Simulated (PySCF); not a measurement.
**Basis and Hamiltonian dependence of the electron affinity of Cu**

Cu⁻ [Ar] 3d10 4s2 (1S) → Cu [Ar] 3d10 4s1 (2S). All values are computed (PySCF 2.14, energy differences of UHF-based or UKS calculations, no spin-orbit coupling). Values in eV.

```csv
basis,Hamiltonian,functions,UHF,LDA,PBE0,MP2 (valence),CCSD(T) (valence),CCSD(T) (valence and next inner shell)
aug-cc-pVDZ-PP with ECP10MDF,ECP,54,-0.006,1.583,1.063,0.810,1.114,n/a
aug-cc-pVDZ-DK,spin-free X2C,59,0.012,1.613,1.096,0.871,1.181,n/a
ANO-RCC-VTZP,spin-free X2C,59,-0.054,1.407,0.951,0.714,0.999,1.016
aug-cc-pwCVDZ-PP with ECP10MDF,ECP,70,0.006,1.575,1.065,0.829,1.129,n/a
"x2c-TZVPPall with one added diffuse shell each of s, p, d, f type",spin-free X2C,80,0.014,1.599,1.089,0.883,1.194,1.203
aug-cc-pVTZ-PP with ECP10MDF,ECP,88,0.007,1.584,1.066,0.869,1.176,n/a
aug-cc-pVTZ-DK,spin-free X2C,93,0.010,1.590,1.082,0.872,1.182,n/a
def2-QZVPPD,non-relativistic,100,-0.117,1.455,0.961,0.815,1.087,n/a
dyall-av2z,non-relativistic,101,0.003,1.497,1.019,0.792,1.117,n/a
"aug-cc-pVTZ-PP with one added diffuse shell each of s, p, d, f, g type with ECP10MDF",ECP,113,0.015,1.591,1.071,0.898,n/a,n/a
aug-cc-pwCVTZ-PP with ECP10MDF,ECP,122,0.007,1.586,1.068,0.873,n/a,n/a
aug-cc-pwCVTZ-DK,spin-free X2C,127,0.010,1.589,1.082,0.873,n/a,n/a
aug-cc-pVQZ-PP with ECP10MDF,ECP,135,0.009,1.589,1.068,0.893,n/a,n/a
"aug-cc-pwCVTZ-DK with one added diffuse shell each of s, p, d, f, g type",spin-free X2C,152,0.018,1.601,1.089,0.903,n/a,n/a
```

Extrapolation of MP2 (valence) from aug-cc-pVTZ-PP with ECP10MDF and aug-cc-pVQZ-PP with ECP10MDF: the correlation parts are 0.863 and 0.884 eV; with the X⁻³ form and unrounded values, (4³ × 0.884 − 3³ × 0.863)/(4³ − 3³) = 0.900 eV, and adding the Hartree-Fock value 0.009 eV of the larger basis gives 0.908 eV.

Frozen in the all-electron rows: valence: [Ar]; valence and next inner shell: [Ne]; with a core potential, the same shells as far as they lie outside it.

Non-relativistic rows lack the scalar-relativistic shift.

In most of these bases the highest occupied level of the anion is positive at LDA, PBE0, so the basis helps to hold the electron.

Reference for a calculation without spin-orbit coupling: 1.236 eV (measured; photodetachment measurements, as compiled on the Wikipedia data page of electron affinities).
